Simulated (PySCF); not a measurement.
## FGeN, singlet: molecular constants

All numbers come from PBE0/[Ge def2-TZVP, N def2-TZVP, F def2-TZVP], no relativity, density fitting, PySCF.

The structure is a minimum.

Coordinates in bohr (charge 0 multiplicity 1):
```
Ge   -0.1691    0.0000   -0.0038
N    -3.2629    0.0000   -0.0728
F     3.0624    0.0000    0.0684
```

```
Point group                                                                   : C∞v
Bond lengths                                                                  : Ge–F 1.710 Å, Ge–N 1.638 Å
Bond angles                                                                   : F–Ge–N 180.0°
Entropy at 298.15 K and 1 bar                                                 : 262.0 J/(mol K)
Principal polarisabilities                                                    : 29.7, 29.7, 49.4 bohr³
Dipole moment                                                                 : 2.52 D
Zero-point energy                                                             : 11.8 kJ/mol
Highest occupied level                                                        : -8.02 eV
Atomisation energy without zero-point energy                                  : 685 kJ/mol
Principal quadrupole moments (Buckingham, traceless) about the centre of mass : -8.99, 4.50, 4.50 D Å
Rotational constants                                                          : 0.1827 cm⁻¹
Enthalpy at 298.15 K above 0 K                                                : 12.75 kJ/mol
Lowest empty level                                                            : -3.57 eV
Rotational symmetry number                                                    : 1
Heat capacity Cp at 298.15 K                                                  : 50.1 J/(mol K)
```

Harmonic modes (masses in u: Ge 73.921, N 14.003, F 18.998):
| symmetry | ω (cm⁻¹) | IR (km/mol, summed over degenerate members) | type |
| --- | --- | --- | --- |
| π | 116 | 21.9 | bend |
| σ+ | 706 | 82.4 | stretch |
| σ+ | 1041 | 18.0 | stretch |

In C∞v the vibrations span π + 2σ+.

Charges (e):
| atom | Mulliken | Löwdin | polar tensor | Mayer order to Ge1 |
| --- | --- | --- | --- | --- |
| Ge1 | 0.73 | 0.47 | 0.74 | – |
| N2 | -0.43 | -0.36 | -0.29 | 2.86 |
| F3 | -0.30 | -0.10 | -0.46 | 1.03 |

Mulliken populations on Ge1: s 7.15, p 13.76, d 10.27, f 0.09.

Outer orbital energies (eV). occupied: -21.69, -15.88, -13.55, -13.55, -10.44, -8.02, -8.02; empty: -3.57, -1.41, -1.41, 3.24.

Counting electrons, germanium keeps none of its valence electrons outside its bonds, so the VSEPR class is AX2 and the expected shape is linear; with unlike ligands the computed point group is C∞v.

Only a few start shapes were tried, so a lower isomer may exist.

The final relaxation and frequency run took 27 s on 2 threads of a shared Arm Neoverse V2 host, with 110 basis functions and 11 gradients; the process peaked at 0.96 GiB. Launch command: `OMP_NUM_THREADS=2 python axn.py task.json out`.
